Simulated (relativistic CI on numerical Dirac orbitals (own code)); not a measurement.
# Os5+: 4d photoemission

Computed with this model: Dirac-Coulomb-Breit CI, KLI orbitals optimised for each configuration, model QED (radiative potential, 1s self-energy scaled to tabulated hydrogen-like ionisation energies), valence Slater integrals scaled by 0.8, multiplet model of photoemission in the sudden approximation; configurations [Xe] 4f14 5d3 → [Kr] 4d9 4f14 5s2 5p6 5d3; 300 K; Lorentzian 4.9 eV and Gaussian 0.6 eV FWHM. Energies are those of the free ion, without screening or charge transfer. The energies are binding energies and can lie tens of eV above those of solids. S is read from ⟨S²⟩ = S(S + 1).

free ion: ground-state S = 1.38, centroid 362.81 eV. Peaks (eV, height): 356.8 (100), 371.6 (61).

Strongest unbroadened transitions for free ion:

| Energy (eV) | Relative strength |
| --- | --- |
| 356.29 | 86.6 |
| 356.51 | 64.2 |
| 356.81 | 100.0 |
| 356.84 | 40.2 |
| 357.28 | 21.8 |
| 357.53 | 3.3 |
| 358.00 | 4.1 |
| 359.09 | 2.3 |
| 362.40 | 3.6 |
| 371.18 | 34.8 |
| 371.31 | 93.6 |
| 372.38 | 3.4 |
| 372.56 | 35.4 |
| 372.81 | 5.9 |
| 373.17 | 16.4 |
| 373.71 | 3.2 |
| 374.07 | 5.1 |
| 375.33 | 5.8 |
